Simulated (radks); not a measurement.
Values are calculated unless marked as measured or tabulated.
Valence configurations of Cu IV (all share [Ar]). Code: a radial shooting solver on a logarithmic mesh with Libxc functionals. Model: non-relativistic Kohn-Sham, r2SCAN, spin-polarised, spherical densities, point nucleus; open shells are filled with parallel spins first; meta-GGA in the generalised Kohn-Sham scheme. Energies are relative to 3d8; eigenvalues in eV for spin up.

| valence | E (eV) | moment (Bohr magnetons) | e(3d) | e(4p) | e(4s) |
|---|---|---|---|---|---|
| 3d8 | 0.000 | 2 | -50.829 | - | - |
| 3d7.5 4p0.5 | 11.759 | 3 | -56.072 | -27.503 | - |
| 3d7 4s1 | 15.489 | 4 | -60.169 | - | -38.124 |
| 3d7 4p1 | 24.517 | 4 | -61.398 | -29.532 | - |
| 3d6 4s2 | 37.570 | 4 | -70.132 | - | -40.336 |
| 3d6 4s1 4p1 | 43.808 | 6 | -71.202 | -32.562 | -42.337 |
| 3d5 4s2 4p1 | 72.358 | 6 | -81.850 | -34.360 | -44.613 |
| 3d5 4s1 4p2 | 77.252 | 8 | -82.692 | -35.726 | -46.118 |
| 3d5 4s0.5 4p2.5 | 82.442 | 8 | -83.243 | -35.979 | -46.347 |
| 3d5 4p3 | 87.620 | 8 | -83.792 | -36.217 | - |

NIST lists [Ar] 3d8 as the ground configuration; this level of theory agrees among the configurations tried. The energies are those of spherical high-spin densities, not of single terms.
